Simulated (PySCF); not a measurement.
# `CS[Si](SC)(SC)SC`, C$_{4}$H$_{12}$S$_{4}$Si

Geometry:
```
atom   x (Å)   y (Å)   z (Å)
 Si1  -0.004  -0.016   0.007
  S2   0.049  -0.023   2.162
  C3   1.127  -1.463   2.428
  H4   0.683  -2.339   1.966
  H5   1.200  -1.597   3.502
  H6   2.105  -1.259   2.004
  S7   2.022  -0.060  -0.727
  C8   1.685  -0.187  -2.509
  H9   1.153  -1.112  -2.706
 H10   2.650  -0.192  -3.004
 H11   1.100   0.669  -2.829
 S12  -1.039   1.760  -0.640
 C13  -0.083   3.008   0.272
 H14  -0.194   2.834   1.337
 H15  -0.498   3.972  -0.001
 H16   0.961   2.950  -0.021
 S17  -1.047  -1.733  -0.772
 C18  -2.728  -1.349  -0.194
 H19  -2.730  -1.272   0.889
 H20  -3.358  -2.172  -0.515
 H21  -3.056  -0.420  -0.647
```

Level of theory: GIAO B3LYP/def2-SVP magnetisability, rotational g tensor and spin-rotation constants, non-relativistic, gas phase in PySCF. Geometry: GFN2-xTB.

Task: Give the nuclear spin-rotation constants along the inertial axes (H = +C I·J) beside the isotropic shieldings.

Result: Rotational constants 0.6754, 0.6283, 0.6240 GHz. A star marks the isotopologue with that one atom substituted, in its own axes.
```csv
atom,isotope,Caa (kHz),Cbb (kHz),Ccc (kHz),mean (kHz),σ (ppm)
H4,1H,-0.047,-0.026,-0.048,-0.040,29.6
H5,1H,-0.039,-0.026,-0.063,-0.043,30.2
H6,1H,-0.027,-0.049,-0.046,-0.041,29.8
H9,1H,-0.030,-0.042,-0.050,-0.041,29.8
H10,1H,-0.040,-0.063,-0.025,-0.043,30.2
H11,1H,-0.045,-0.051,-0.024,-0.040,29.6
H14,1H,-0.028,-0.044,-0.050,-0.041,29.8
H15,1H,-0.040,-0.064,-0.024,-0.043,30.2
H16,1H,-0.045,-0.050,-0.025,-0.040,29.6
H19,1H,-0.044,-0.027,-0.049,-0.040,29.6
H20,1H,-0.042,-0.024,-0.063,-0.043,30.2
H21,1H,-0.027,-0.051,-0.044,-0.041,29.8
Si1,29Si*,-0.405,-0.436,-0.433,-0.425,325.0
S2,33S*,0.107,0.109,0.113,0.110,682.4
C3,13C*,0.086,0.081,0.072,0.080,179.0
```
For the geometry as given, no vibrational averaging.
